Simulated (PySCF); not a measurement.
BH4N. Atoms are numbered in the order given.

```xyz
6

B      0.0000     0.0000    -0.7807
N      0.0000     0.0000     0.6121
H      0.0000     1.0536    -1.3608
H      0.0000    -1.0536    -1.3608
H      0.0000    -0.8476     1.1702
H      0.0000     0.8476     1.1702
```
Charge 0, spin multiplicity 1.

Geometry: PBE-D3(BJ)/def2-TZVP.

All values below come from TDA-CAM-B3LYP/def2-TZVPD in PySCF.

Vertical excitations.  State labels are in the subgroup C2v.

```csv
state,symmetry,energy (eV),λ (nm),f,main pairs
S1,A2,7.24,171,0.000,HOMO−1→LUMO+1 98 %
S2,B1,7.42,167,0.056,HOMO→LUMO 86 %
S3,B2,8.28,150,0.021,HOMO−1→LUMO 95 %
S4,A1,8.39,148,0.283,HOMO→LUMO+1 91 %
S5,A2,8.74,142,0.000,HOMO→LUMO+3 95 %
S6,B1,9.07,137,0.011,HOMO→LUMO+2 82 %
S7,B2,9.26,134,0.061,HOMO−1→LUMO+2 94 %
S8,B1,9.47,131,0.039,HOMO−2→LUMO+1 92 %
S9,A1,9.77,127,0.014,HOMO−1→LUMO+3 94 %
S10,B1,9.98,124,0.041,HOMO→LUMO+4 89 %
T1,A1,6.16,201,0,HOMO→LUMO+1 94 %
T2,A2,6.58,188,0,HOMO−1→LUMO+1 95 %
T3,B1,7.11,174,0,"HOMO→LUMO 79 %, HOMO→LUMO+2 16 %"
T4,B2,8.11,153,0,HOMO−1→LUMO 92 %
```
Triplets are in the Tamm–Dancoff approximation.
